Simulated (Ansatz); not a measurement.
Reaction (cleavage of the Si–Si bond): `O[SiH](O)[SiH2]Cl` + `O[SiH](O)F` → `O[SiH](O)O[SiH](O)F` + `[SiH3]Cl`

Calculated with Ansatz (gas phase, PBE0-D4/def2-TZVP geometries, no zero-point term in ΔE). CCSD(T)/CBS is the MP2 limit (def2-TZVPP, def2-QZVPP) plus CCSD(T) − MP2 in def2-TZVPP, frozen cores. This one scheme is used for every species. DFT in def2-TZVPP. One conformer a species, not always the lowest.

`O[SiH](O)[SiH2]Cl`:

```xyz
10

O     0.349   -1.893    0.658
Si    0.656   -0.347    0.219
O     0.934    0.531    1.583
Si   -1.259    0.413   -0.897
Cl   -0.890    2.419   -1.280
H     1.006   -2.358    1.181
H     1.852   -0.244   -0.668
H     1.341    1.393    1.484
H    -1.497   -0.250   -2.204
H    -2.494    0.335   -0.077
```

`O[SiH](O)F`:

Z-matrix (Å, degrees):
```
Si
O 1 1.619
F 1 1.595 2 111.7
O 1 1.630 2 108.7 3 118.8
H 1 1.469 2 107.5 3 -117.0
H 2 0.959 1 118.7 3 -79.5
H 4 0.958 1 118.6 2 -158.0
```

`O[SiH](O)O[SiH](O)F`:

```xyz
12

O    -2.461    1.171   -0.041
Si   -1.307    0.238    0.615
O    -1.633   -1.323    0.263
O     0.184    0.614    0.038
Si    1.495   -0.030   -0.653
O     2.865    0.532    0.001
F     1.378   -1.613   -0.427
H    -2.802    0.931   -0.904
H    -1.309    0.533    2.056
H    -0.894   -1.932    0.203
H     1.563    0.211   -2.097
H     2.921    0.668    0.948
```

`[SiH3]Cl`:

Z-matrix (Å, degrees):
```
Si
Cl 1 2.054
H 1 1.481 2 108.5
H 1 1.481 2 108.5 3 -120.0
H 1 1.481 2 108.5 3 120.0
```

```json
{"level": "PBE-D4", "ΔE (kJ/mol)": "-128.5"}
{"level": "PBE0-D4", "ΔE (kJ/mol)": "-139.0"}
{"level": "ωB97X-V", "ΔE (kJ/mol)": "-152.7"}
{"level": "ωB97M-V", "ΔE (kJ/mol)": "-159.2"}
{"level": "PBE0", "ΔE (kJ/mol)": "-138.4"}
{"level": "CCSD(T)/def2-TZVPP", "ΔE (kJ/mol)": "-158.3"}
{"level": "HF/def2-QZVPP", "ΔE (kJ/mol)": "-180.9"}
{"level": "CCSD/CBS(def2)", "ΔE (kJ/mol)": "-158.9"}
```

**Question.** What does CCSD(T)/CBS give? (An estimate is asked.)

**Answer.** Ansatz gave: -156.0 kJ/mol. The listed levels differ from it by 27.5, 17.0, 3.3, -3.2, 17.6, -2.3, -24.9, -2.9 kJ/mol.

Largest T1 diagnostic among the species: 0.012.

From PBE to PBE0 (25 % exact exchange), in def2-TZVPP and without D4, ΔE moves by −10.6 kJ/mol. In def2-TZVPP, CCSD(T) changes the Hartree–Fock value by +20.3 kJ/mol (the triples alone add +2.9 kJ/mol) and MP2 by +15.9 kJ/mol.
